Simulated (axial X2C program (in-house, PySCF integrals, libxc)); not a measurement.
## ZrN⁺: properties at the nuclei

Calculated with an in-house all-electron X2C program for linear molecules (integrals from PySCF): two-component X2C with atomic mean-field Coulomb and Gaunt terms, Gaussian nuclei, basis Zr dyall-cv3z, N dyall-av3z with contracted cores.

R = 1.636 Å (near the PBE0 minimum at charge 1 of the determinant lowest at the starting distance; the state shown can have its own minimum elsewhere).

Determinant lowest in the PBE0 search, Ω = 0 (closed shell), highest spinor 48% N p, 36% Zr d, 7% N s:

```tsv
level	qzz Zr (a.u.)	qzz N (a.u.)
PBE0	-2.77	-0.38
HF	-1.27	-0.29
B3LYP	-3.03	-0.35
BP86	-3.32	-0.39
r2SCAN	-2.89	-0.41
```

qzz is the electric field gradient, eQq0 = 234.96 MHz × Q/barn × qzz. The operators were transformed with the bare-nucleus X2C matrices; with these basis sets, hyperfine constants and field gradients can be off by tens of per cent, and where levels differ in sign neither size nor sign is settled.

With Q(14N) = 0.02044 barn (Q from Pyykkö, Mol. Phys. 2018), turn the PBE0 values of the first state into constants in MHz.

eQq0(14N) = 234.96 × (0.02044) × (-0.38) = -1.82 MHz.

Each state is one determinant with collinear spin. The search compared states at one distance, so a state with another bond length can lie lower. Further determinants of the search, some of them spin-mixed, are not shown. Where a field gradient or hyperfine factor spreads by more than a factor of two over the levels, a constant derived from it is not to be relied on.
